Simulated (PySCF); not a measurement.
# Computed NMR parameters against published values

Molfile (atoms numbered from 1):
```
C8H16
     RDKit          3D

 24 24  0  0  0  0  0  0  0  0999 V2000
    2.2500   -0.6250    0.3769 C   0  0  0  0  0  0  0  0  0  0  0  0
    0.7542   -0.3569    0.4817 C   0  0  2  0  0  0  0  0  0  0  0  0
   -0.0443   -1.5485   -0.0524 C   0  0  0  0  0  0  0  0  0  0  0  0
   -1.5495   -1.3420    0.0436 C   0  0  0  0  0  0  0  0  0  0  0  0
   -1.9694   -0.0592   -0.6614 C   0  0  0  0  0  0  0  0  0  0  0  0
   -1.1897    1.1351   -0.1290 C   0  0  0  0  0  0  0  0  0  0  0  0
    0.3261    0.9441   -0.2209 C   0  0  1  0  0  0  0  0  0  0  0  0
    1.0534    2.1735    0.3087 C   0  0  0  0  0  0  0  0  0  0  0  0
    2.5065   -1.5954    0.8297 H   0  0  0  0  0  0  0  0  0  0  0  0
    2.5689   -0.6581   -0.6785 H   0  0  0  0  0  0  0  0  0  0  0  0
    2.8505    0.1435    0.8845 H   0  0  0  0  0  0  0  0  0  0  0  0
    0.4995   -0.2405    1.5543 H   0  0  0  0  0  0  0  0  0  0  0  0
    0.2531   -2.4618    0.4897 H   0  0  0  0  0  0  0  0  0  0  0  0
    0.2361   -1.7152   -1.1096 H   0  0  0  0  0  0  0  0  0  0  0  0
   -1.8403   -1.2832    1.1081 H   0  0  0  0  0  0  0  0  0  0  0  0
   -2.0839   -2.2098   -0.3761 H   0  0  0  0  0  0  0  0  0  0  0  0
   -3.0529    0.1093   -0.5508 H   0  0  0  0  0  0  0  0  0  0  0  0
   -1.7803   -0.1620   -1.7454 H   0  0  0  0  0  0  0  0  0  0  0  0
   -1.4772    2.0527   -0.6691 H   0  0  0  0  0  0  0  0  0  0  0  0
   -1.4594    1.3062    0.9302 H   0  0  0  0  0  0  0  0  0  0  0  0
    0.5817    0.8281   -1.2933 H   0  0  0  0  0  0  0  0  0  0  0  0
    2.1373    2.1293    0.1301 H   0  0  0  0  0  0  0  0  0  0  0  0
    0.6772    3.0889   -0.1741 H   0  0  0  0  0  0  0  0  0  0  0  0
    0.8962    2.2840    1.3949 H   0  0  0  0  0  0  0  0  0  0  0  0
  1  2  1  0
  2  3  1  0
  3  4  1  0
  4  5  1  0
  5  6  1  0
  6  7  1  0
  7  8  1  0
  7  2  1  0
  1  9  1  0
  1 10  1  0
  1 11  1  0
  2 12  1  1
  3 13  1  0
  3 14  1  0
  4 15  1  0
  4 16  1  0
  5 17  1  0
  5 18  1  0
  6 19  1  0
  6 20  1  0
  7 21  1  6
  8 22  1  0
  8 23  1  0
  8 24  1  0
M  END
```

The experiment to reproduce: δ $^{1}$H H12/H21 0.94; H9/H10/H11/H22/H23/H24 0.88 ppm (measured; solution, not stated in the table (CDCl3 in this author's series); The use of chemical shift calculations in the conformational analysis of substituted benzenes, New J. Chem. 2019 (ESI)).

Theoretical values (PySCF): coordinates at the PBE0-D3(BJ)/def2-SVP level, σ from GIAO-KT2/pcSseg-1. No relativistic terms, no solvent, fast rotation and ring inversion assumed for equivalent nuclei, a single conformation.

(1) Set the calculated values beside the experiment.

(2) How far are the unscaled $^{1}$H shifts from the references?

## Answers

(1) 
Reference values: measured (solution, not stated in the table (CDCl3 in this author's series); The use of chemical shift calculations in the conformational analysis of substituted benzenes, New J. Chem. 2019 (ESI)).
```
                 atoms   quantity  reference  computed
               H12/H21  δ $^{1}$H       0.94      0.71
H9/H10/H11/H22/H23/H24  δ $^{1}$H       0.88      0.94
```

Computed shifts are σ(ref) − σ with the named reference compound (TMS for H and C) calculated as an isolated molecule at the same level.

(2) Mean signed difference -0.09 ppm, mean absolute 0.14 ppm over 2 comparisons; the largest is -0.23 ppm at H12/H21 (hydrogen on an sp3 CH in a ring).

2 of the 6 published NMR values on file for this molecule are compared.
